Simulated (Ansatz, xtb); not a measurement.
Pulling on the Zn1–H2 bond in H2Zn (SMILES [ZnH2]) (multiplicity 1 held, fragments rigid). Energies count from the point at 1.544 Å.
Geometry at that point (charge 0, multiplicity 1):
```xyz
3

Zn     0.00000     0.00000     0.00000
H      0.00000     0.00000     1.54405
H      0.00000     0.00000    -1.54405
```

Restricted levels (R-, RO-) in cc, def2 and unpolarised 6-31G sets keep to the state of the molecule at rest. Unrestricted levels (U-) break spin symmetry where that is lower. Active spaces are followed from a long bond inwards. Curves can end on different states.

Frozen-core correlation.

The values were computed with Ansatz (an electronic-structure program) with Gaussian orbitals; xtb for the GFN methods.  The GFN methods have no spin term and hold the electronic entropy of 300 K.

Energies in eV.

| R (Å) | GFN2-xTB | R-MP2/def2-SVP | U-SCS-MP2/def2-SVP | R-CCSD(T)/def2-SVP | FIC-MRCISD+Q on CASSCF(2,2)/def2-SVP |
|---|---|---|---|---|---|
| 1.235 | 0.67 | 0.97 | 1.00 | 1.02 | 1.03 |
| 1.390 | 0.07 | 0.18 | 0.20 | 0.21 | 0.21 |
| 1.544 | 0.00 | 0.00 | 0.00 | 0.00 | 0.00 |
| 1.698 | 0.15 | 0.14 | 0.13 | 0.11 | 0.11 |
| 1.853 | 0.39 | 0.45 | 0.43 | 0.39 | 0.39 |
| 2.084 | 0.82 | 1.06 | 1.03 | 0.94 | 0.93 |
| 2.316 | 1.28 | 1.72 | 1.77 | 1.51 | 1.51 |
| 2.702 | 2.03 | 2.75 | 2.81 | 2.34 | 2.34 |
| 3.088 | 2.70 | 3.60 | 3.20 | 2.89 | 2.91 |
| 3.551 | 3.33 | 4.35 | 3.37 | 3.19 | 3.28 |
| 4.169 | 3.87 | 4.92 | 3.43 | 3.19 | 3.44 |
| 4.941 | 4.19 | 5.05 | 3.45 | 3.06 | 3.48 |

Doubts at one or more of the structures used: a restricted determinant that unrestricted orbitals would lower (R-MP2/def2-SVP, R-CCSD(T)/def2-SVP); a spin-contaminated determinant (U-SCS-MP2/def2-SVP); other coupled-cluster roots lie near (R-CCSD(T)/def2-SVP); T1 above 0.05 (R-CCSD(T)/def2-SVP).
